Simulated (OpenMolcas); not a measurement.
Mn4+: ligand-field states by method

Mn4+ with 6 ligands (fluoride) in octahedral coordination (Oh) at 1.84 Å. A charge of +0.333 e stands 2.6 Å behind each ligand. Ligand basis ANO-RCC-VDZP.
```
Mn    0.0000    0.0000    0.0000
F     1.8400    0.0000    0.0000
F     0.0000    1.8400    0.0000
F    -1.8400    0.0000    0.0000
F     0.0000   -1.8400    0.0000
F     0.0000    0.0000    1.8400
F     0.0000    0.0000   -1.8400
```

```json
{
 "Program": "OpenMolcas",
 "Basis": "ANO-RCC-VTZP [6s5p3d2f1g]",
 "Scalar Hamiltonian": "DKH2, point nucleus",
 "Active space": "3 electrons in 5 orbitals (3d)",
 "State averaging": "2S+1 = 4 even, 10 roots; 2S+1 = 2 even, 40 roots",
 "Spin-orbit coupling": "RASSI with atomic mean-field integrals over the reference wave functions"
}
```

I. CASSCF
II. SS-CASPT2, IPEA 0.25 Eh, imaginary shift 0.1 Eh (closed shells correlated: 3s 3p and the ligand valence shells)
III. SS-CASPT2, IPEA 0 Eh, imaginary shift 0.1 Eh (closed shells correlated: 3s 3p and the ligand valence shells)

Spin-free states (labels of O, the rotations of Oh) in cm-1, each column counted from its own energy of the first state listed:

| State | Degeneracy | I | II | III |
| --- | --- | --- | --- | --- |
| 4A2 | 1 | 0 | 0 | 0 |
| 4T2 | 3 | 19328 | 24570 | 24020 |
| 2E | 2 | 21440 | 14320 | 14020 |
| 2T1 | 3 | 22542 | 14990 | 14850 |
| 4T1 | 3 | 29089 | 32010 | 30510 |
| 2T2 | 3 | 31071 | 22830 | 21850 |
| 2A1 | 1 | 36650 | 33530 | 30980 |
| 2T2 | 3 | 38769 | 36730 | 35110 |
| 2T1 | 3 | 40449 | 38090 | 36500 |
| 2E | 2 | 43068 | 39000 | 36930 |
| 4T1 | 3 | 45685 | 51640 | 50030 |
| 2T1 | 3 | 46343 | 42660 | 40600 |
| 2T2 | 3 | 54840 | 50890 | 49210 |
| 2A2 | 1 | 57857 | 49650 | 46730 |
| 2T1 | 3 | 58352 | 62630 | 60960 |
| 2T2 | 3 | 61308 | 60530 | 59240 |
| 2E | 2 | 67799 | 64720 | 61780 |
| 2T1 | 3 | 69107 | 68470 | 65790 |
| 2E | 2 | 89510 | 89130 | 87360 |
| 2T2 | 3 | 89687 | 85630 | 85530 |

From I to II, I's first state of the same spin (4T2) moves from 19328 to 24570 cm-1, by about +5200 cm-1.

From I to II, I's first state of another spin (2E) moves from 21440 to 14320 cm-1, by about -7100 cm-1.

χT at 300 K: I 1.83, II 1.84, III 1.84 cm3 K/mol.

Roots that are degenerate in the reference are averaged as groups; the widest CASPT2 spread within a group is 540 cm-1 (the 3-fold group of multiplicity 2 near 36500 cm-1 above the lowest state of its run, III). Shifts and gaps below about the spread of the groups concerned are not significant. Over all roots computed the reference weight is 0.67 to 0.69 in II, 0.66 to 0.68 in III; a low but even weight reflects the number of correlated electrons. The least metal-like active orbital is 81 % on the metal (Löwdin) and no ligand orbital is active, so the numbers are rough. Ligand-to-metal charge-transfer states are missing. With no ligand orbital active B as a rule stays too high, so bands that hang on it stand too high and its fall with covalency is understated. Without dynamic correlation the repulsion within the d shell is too large (B by tens of per cent), so at a given field states of lower spin stand too high (holds for I). With metal d orbitals alone and no dynamic correlation the field as a rule comes out too small, by tens of per cent, by up to half for chloride and softer ligands (holds for I). With one d shell and no ligand orbital active, 10Dq can be off by a tenth or more (holds for II; III). These CASPT2 states fit no ligand-field parameters well, so their order and spin gaps are uncertain (holds for III). No measured value stands beside these numbers; the geometry is a model, was not optimised and need not be the one that this ion takes.
